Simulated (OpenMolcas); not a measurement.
Ni3+ (d7) among equal point charges was computed by CASSCF with the d shell active (OpenMolcas, ANO-RCC-VDZP on the metal). Its lowest spin-free states, and all those of the highest spin:

| 2S+1 | Degeneracy | E (cm-1) |
| --- | --- | --- |
| 4 | 1 | 0.0 |
| 4 | 3 | 2828 |
| 4 | 3 | 5043 |
| 2 | 2 | 23488 |
| 2 | 3 | 23849 |
| 2 | 1 | 24287 |
| 4 | 3 | 24589 |
| 2 | 3 | 24848 |
| 2 | 3 | 30316 |
| 2 | 3 | 30824 |
| 2 | 2 | 32223 |
| 2 | 3 | 32405 |

**Question.** Is the site octahedral, tetrahedral or cube-like, axial, or of lower symmetry?

**Answer.** The states with 2S+1 = 4 have orbital degeneracies 1, 3, 3, 3. Threefold states need a cubic site. For d7 at this spin an octahedron puts the threefold T1 below the threefold T2 and a tetrahedron or cube puts the single A2 below the threefold T2, so the site is a tetrahedron or a cube, which this pattern cannot tell apart. The first gap at this spin, 2830 cm-1, is |10Dq| in ligand-field theory. The run had Ni3+ among 8 point charges of -1.6 e arranged as a cube (Oh), 1.93 Å from the ion.

Without dynamic correlation the repulsion within the d shell is too large (B by tens of per cent), so at a given field states of lower spin stand too high. This is an electrostatic model: the charges have no orbitals. No measured value stands beside these numbers.
